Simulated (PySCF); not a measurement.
Molecule: C9H10, SMILES C=C(C)c1ccccc1. Atoms near the plane z = 0.0 Å, at the GFN2-xTB optimised geometry (x, y, z in Å): C1 (2.2, -1.2, 0.0), C2 (0.8, -1.2, 0.0), C3 (0.1, -2.5, 0.0), C4 (0.1, 0.0, 0.0), C5 (-1.1, 0.2, 0.7), C6 (-1.8, 1.3, 0.7), C7 (-1.4, 2.4, 0.0), C8 (-0.2, 2.3, -0.7), C9 (0.5, 1.1, -0.7), H10 (2.7, -2.1, 0.0), H11 (2.7, -0.3, 0.0), H12 (-0.3, -2.7, 1.0), H13 (-0.8, -2.4, -0.7), H14 (0.7, -3.3, -0.3), H17 (-1.9, 3.3, 0.0).

Computed with PBE0/def2-SVP (PySCF 2.14.0). Cells within 0.4 Å of a nucleus heavier than hydrogen are left out (blank, or x). The values are rescaled to run from 0 to 1.

```
|000000000000000000000000000|
|000000000000000000000000000|
|000000047500000000000000000|
|000000699940000000000000000|
|000001999981000000000000000|
|000001899983222100000000000|
|000000399966755310000000000|
|000000036xx7866421000000000|
|0000000273x7767531000000000|
|000000248963257652000000000|
|000001356630036652000000000|
|000001356741279841002300000|
|0000002467576x7720189970000|
|0000001256696xx500899981000|
|000000014567649833899970000|
|000000001222278x67x89710000|
|000000000000042x57xx6200000|
|000000000002379466499820000|
|0000000001576x8722899981000|
|0000000003684xx610799981000|
|000000000146539970199960000|
|000000000012379992015400000|
|000000000000179995000000000|
|000000000000049993000000000|
|000000000000004630000000000|
|000000000000000000000000000|
|000000000000000000000000000|
```
Scale: ten equal steps from 0.000 (start of '0') to 1.00 (end of '9'), in the order '0123456789'; x runs from -5.50 to 5.50, y from -5.50 (bottom) to 5.50 (top).

Problem. Which quantity is mapped?
A) deformation density (molecule minus spherical neutral atoms)
B) electrostatic potential
C) electron localisation function
D) an orbital amplitude

Solution. C, electron localisation function
